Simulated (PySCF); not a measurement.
trisilylphosphine (H₉PSi₃), singlet, geometry from GFN2-xTB. Base run: BLYP/STO-3G run with PySCF.

Here is a job for PySCF.
```python
from pyscf import gto, scf, dft

mol = gto.Mole()
mol.atom = '''
    Si   -0.731504    1.823058   -0.407917
    P     0.188212   -0.173504   -0.737277
    Si    1.864737   -0.162405    0.722091
    Si   -1.275283   -1.529703    0.242275
    H     0.236601    2.814525   -0.869990
    H    -1.054774    2.071249    1.000379
    H    -1.955103    1.860164   -1.204897
    H     2.822957    0.836621    0.255715
    H     2.443405   -1.503574    0.709543
    H     1.428875    0.171890    2.081382
    H    -0.684659   -2.865665    0.231555
    H    -2.496811   -1.479831   -0.557180
    H    -1.574971   -1.136111    1.622375
'''
mol.basis = 'sto-3g'
mol.charge = 0
mol.spin = 0
mol.verbose = 4
mol.build()

mf = dft.RKS(mol)
mf.xc = 'blyp'
mf.kernel()
```

Variants of this job, named by their change:

```csv
change,E (Eh),HOMO (eV),HOMO-LUMO gap (eV),dipole (D),core-seconds (rough),outcome
base,-1201.15981,-2.16,7.19,0.53,6,converged
functional = m062x,-1201.36268,-4.55,11.46,0.68,10,converged
functional = wb97m_v,-,-,-,-,-,cut at the time limit
functional = r2scan,-1201.24458,-2.51,7.93,0.64,10,converged
functional = scan,-1201.41398,-2.53,7.97,0.63,10,converged
functional = mn15,-1197.82602,-4.12,10.53,0.75,10,converged
functional = x3lyp,-1201.16796,-3.27,9.26,0.64,7,converged
functional = m06,-1201.14479,-3.26,9.28,0.71,10,converged
functional = b97-1,-1201.23489,-3.20,9.20,0.65,7,converged
functional = pbe0; dispersion = d3bj,-1200.86415,-3.43,9.65,0.72,5,converged
functional = blyp; dispersion = d3bjm,-1201.19953,-2.16,7.19,0.53,7,converged
functional = hse06,-1200.90915,-3.04,8.85,0.71,10,converged
functional = pbe; dispersion = d3bjm,-1200.68450,-2.26,7.26,0.62,8,converged
```

Total energies compare only within one method and basis.
